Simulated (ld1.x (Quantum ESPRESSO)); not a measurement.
# Pseudopotential generation for Tm: PAW, PBE, fully relativistic.

thulium, PAW, made with ld1.x (Quantum ESPRESSO) 7.5 (PBE, fully relativistic). Core [Kr], reference 4d10 4f13 5s2 5p6 5d0 6s2 6p0. Waves: 5s (bound): rcut 1.60, rcutus 1.85 bohr; 6s (bound): rcut 1.60, rcutus 1.85 bohr; 5p (bound): rcut 1.95, rcutus 2.40 bohr; 6p (bound, empty): rcut 1.95, rcutus 2.40 bohr; 4d (bound): rcut 0.80, rcutus 0.90 bohr; 5d (bound, empty): rcut 0.80, rcutus 0.90 bohr; 4f (bound): rcut 1.15, rcutus 1.30 bohr; 4f channel at 1 Ry: rcut 1.15, rcutus 1.30 bohr. Local part: all-electron potential smoothed inside 1.80 bohr (lloc = -2). Core correction: Bessel-smoothed model core, default radius (core density twice the valence density). Augmentation charge: BESSEL, radius 0.60 bohr.

Open shells are filled in proportion to 2j + 1 (rel_dist='average').

Poles of the logarithmic derivatives, all-electron (AE) and pseudo (PS). s: poles at -3.8, 3.6 (AE) and -3.8, 3.3 (PS) Ry. p1/2: poles at -2.1, 4.9 (AE) and -2.1, 3.3 (PS) Ry. p3/2: poles at -1.6 (AE) and -1.6, 2.0 (PS) Ry. d3/2: poles at 1.1 (AE) and 1.1 (PS) Ry. d5/2: poles at 1.2 (AE) and 1.2 (PS) Ry. f5/2: poles at -0.2, 4.5 (AE) and -0.2, 4.5 (PS) Ry. f7/2: poles at -0.1, 4.6 (AE) and -0.1, 4.6 (PS) Ry. Test radius 2.61 bohr.

- Configuration tests: test run stopped at test 2 of 7 (negative rho), 1 before it not solved; not counted: 4d10 4f13 5s2 5p6 5d0 6s1 6p0 (solver errors, printed error -14434 eV)

The ghost test of this file was not conclusive.
